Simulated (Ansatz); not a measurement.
Species: BiCl2, charge 1, multiplicity 1. It need not be the lowest isomer of its formula. 
Geometry from a B3LYP-D3(BJ)/def2-TZVP (Ansatz, a first-principles code) optimisation:
```xyz
3

Bi     0.2823    -0.0116     0.3426
Cl     0.6910     0.3253    -1.9636
Cl    -2.0693    -0.2689     0.2909
```
Charge +1, spin multiplicity 1.

Basis-set convergence of Hartree-Fock and CCSD(T) correlation energies (hartree) with Ansatz. Correlated levels leave the core frozen unless marked. No spin-orbit coupling. The frozen core is the preceding noble-gas configuration, with the filled d and f shells of earlier blocks. Past Kr the def2 sets carry scalar-relativistic core potentials.

```
basis        functions        E(HF)  E(corr, CCSD(T))  rough core time
-----------  ---------  -----------  ----------------  ---------------
def2-SVPD           86  -1132.05969          -0.40151       under 20 s
def2-TZVPPD        158  -1132.37818          -0.52402       under 20 s
def2-QZVPPD        246  -1132.40593          -0.56769             50 s
```

Extrapolating the two largest sets (X = 3 and 4) as X^-3: E(corr) = (64·(-0.56769) - 27·(-0.52402))/37 = -0.5996 Eh, an estimate of the basis-set limit. The largest set recovers 94.7 % of it, the smallest 67.0 %.
